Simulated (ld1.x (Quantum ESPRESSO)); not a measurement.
**LDA (PZ) PAW dataset for carbon, non-relativistic all-electron reference.**

ld1.x (Quantum ESPRESSO) 7.5 input, shortened:

```
&input
   title='C', zed=6., rel=0, dft='PZ', iswitch=3,
   config='[He] 2s2 2p0 3d-2'
 /
 &inputp
   pseudotype=3, lpaw=.true., tm=.true., lloc=-1, rcloc=1.30,
   nlcc=.true.,
   which_augfun='PSQ', rmatch_augfun_nc=.true.
 /
5
2S  1  0   2.00   0.00  0.75  0.85  0.0
2S  1  0   0.00   2.00  0.75  0.85  0.0
2P  2  1   0.00   0.00  1.45  1.60  0.0
2P  2  1   0.00  -1.45  1.45  1.60  0.0
3D  3  2  -2.00   0.50  1.25  1.60  0.0
 &test
   configts(1)='2s2 2p0'
 /
```

All-electron outer shells of the reference configuration (LDA (PZ), non-relativistic, ld1.x):

```
shell  level (eV)  outermost node (bohr)  outermost maximum (bohr)
   2s      -40.15                   0.38                      1.13
   2p      -31.85                      –                      1.01
```

(1) Estimate the cutoffs (Ry, on a coarse ladder) from which the occupation-weighted sum of valence levels, in a spherical-Bessel basis at the reference potential, stays within 10 and 1 mRy of its value at 400 Ry.

(2) What does a ghost test show?

(3) Is the overlap operator S = 1 + Σ q|β⟩⟨β| positive definite (Bessel basis up to 400 Ry)?

Results:

(1) 50 Ry and 60 Ry.

(2) Ghost state, extra bound levels that the all-electron valence spectrum of the same l lacks: s at -331.4 eV. A true bound ghost makes a file unfit for plane-wave use.

(3) Yes: its lowest eigenvalue is 0.72 (s channel).

Test run stopped at test 1 of 9 (negative rho).
